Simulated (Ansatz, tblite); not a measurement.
Cost and result up the ladder for the cluster Cu₄Cl₄ (8 atoms). Total charge 0; singlet. Geometry: r2SCAN-D4/def2-SVP.

Cartesian coordinates in Å:
```
Cu -2.0406 0.0285 -0.0972
Cu 2.0405 -0.0284 0.0974
Cu 0.0470 1.2431 -0.6205
Cu -0.0471 -1.2430 0.6207
Cl -1.8618 2.1771 0.0445
Cl 1.9877 1.1565 -1.7087
Cl -1.9090 -2.1244 -0.2245
Cl 1.7833 -1.2094 1.8883
```

Ansatz on 4 threads of AMD EPYC 7B13 on a shared host; xTB runs through tblite on one thread. Times are rough, summed over both states, and most runs start from the orbitals of an earlier one. PBE0-D4/def2-TZVP serves as the yardstick here, not as an exact answer. Differences are given only for rows in sets of like size (and for xTB, whose basis is part of the method), since another set adds its own error. The other state is a triplet at its own geometry.

The 6-31G sets use Cartesian d functions. The xTB rows come from tblite. B3LYP takes the VWN-RPA correlation. The structure comes from a short search, and lower isomers may exist.

xTB has no spin-polarisation term.

```csv
level,functions,wall time,triplet − singlet (eV),difference from PBE0-D4/def2-TZVP (eV)
GFN1-xTB,72,0.028 s,1.45,-0.97
GFN2-xTB,72,0.046 s,3.43,1.00
PBE-D4/def2-TZVP,328,20 s,1.82,-0.60
B3LYP-D4/6-31G,168,29 s,1.14,–
r2SCAN-D4/def2-TZVP (with forces),328,54 s,1.84,-0.58
PBE0-D4/def2-TZVP,328,71 s,2.42,0.00
r2SCANh-D4/def2-TZVP,328,85 s,2.08,-0.35
BHLYP-D4/def2-TZVP,328,2 min,2.74,0.31
```
